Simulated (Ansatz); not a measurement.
A structure relaxed at PBE-D4/def2-SVP in Ansatz, charge 0, singlet:

```
atom   x (Å)   y (Å)   z (Å)
 Ga1  -2.557  -1.523   1.343
 Ga2  -1.731   1.171   1.029
 Ga3  -1.575   3.623  -1.171
 Ga4   3.169  -1.857   2.678
 Ga5   0.769  -1.343  -0.972
 Ga6   1.016   0.387  -3.202
 Ga7   0.503  -2.355   1.915
 Ga8   0.801   2.384   0.736
 Ga9   2.495   1.358  -0.994
 P10  -0.472  -0.180   2.591
 P11  -0.178  -1.760  -3.128
 P12  -2.319   0.499  -1.260
 P13   1.622   0.333   1.969
 P14  -1.185   3.447   1.389
 P15  -0.214   1.187  -1.283
 P16   2.703  -0.749   0.276
 P17  -0.834  -2.902  -0.177
 P18  -2.011  -1.719  -1.738
```

Give its formula.

the cluster Ga9P9.

Summarise the bond lengths by kind (pairs closer than 1.2 times the sum of covalent radii, bridged metal pairs left out).

19 × Ga–P 2.35 to 2.73 Å; 6 × P–P 2.21 to 2.30 Å; 2 × Ga–Ga 2.82 to 2.84 Å.

Single mean-field runs in def2-SVP are fitted with def2-universal-jkfit. The restricted singlet is unstable towards broken spin symmetry in Hartree–Fock (as tested in another run); at PBE-D4/def2-SVP this wasn't settled. Another isomer (singlet) lies 1.62 eV lower at PBE0-D4/def2-TZVP; other spin states weren't run for this one.
